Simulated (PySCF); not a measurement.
# Nuclear quadrupole coupling in `C=CC1=C[P@@H](=S)CC1`

Species: C6H9PS.
Z-matrix (Å and degrees, GFN2-xTB geometry), rows numbered from 1:
```
C 
C   1  1.3300
C   2  1.4478  1  125.42
C   3  1.3435  2  122.82  1   171.79
P   4  1.7992  3  112.38  2   177.77
S   5  1.9304  4  119.30  3  -134.02
C   5  1.8452  4   92.23  3    -8.45
C   3  1.5086  2  121.35  1    -5.60
H   1  1.0766  2  122.66  3    -0.04
H   1  1.0762  2  121.19  3  -179.52
H   2  1.0824  1  119.55  3   179.14
H   4  1.0782  3  124.97  2     2.80
H   5  1.4046  4  104.19  3    95.73
H   7  1.0952  5  106.02  4  -100.01
H   7  1.0909  5  112.34  4   142.34
H   8  1.0935  3  108.31  2    76.37
H   8  1.0909  3  110.77  2   -41.67
```

Field gradients from the PBE0/pcSseg-1 density (PySCF, non-relativistic), principal values in atomic units, ordered |Vxx| ≤ |Vyy| ≤ |Vzz|:

| atom | Vxx | Vyy | Vzz |
| --- | --- | --- | --- |
| S6 | -1.0338 | -1.2875 | 2.3214 |

**Question.** Find the asymmetry η = (Vxx − Vyy)/Vzz and the couplings χ = eQV/h (234.96 MHz × Q in barn × V in au), with Q(33S) = −0.0678 b.

**Answer.** 
```json
{"atom": "S6", "environment": "sulfur bonded to P", "nucleus": "33S", "η": "0.11", "χzz (MHz)": "-36.98", "χxx (MHz)": "16.47", "χyy (MHz)": "20.51"}
```

**Question.** What is Vzz at S6 in SI units (1 au = 9.71736 × 10²¹ V/m²)?

**Answer.** 2.3214 au = 22.558 × 10²¹ V/m².

Were the hydrogens deuterons (Q(2H) = 0.00286 b), χzz would run from 122 kHz (H13) to 226 kHz (H10 and H9).

Isolated species at its GFN2-xTB geometry (one conformer only). GFN2-xTB bond lengths can be off by several hundredths of an ångström, more for odd bonds, and the gradients follow them. With a basis this small, the couplings can be 20 % off.
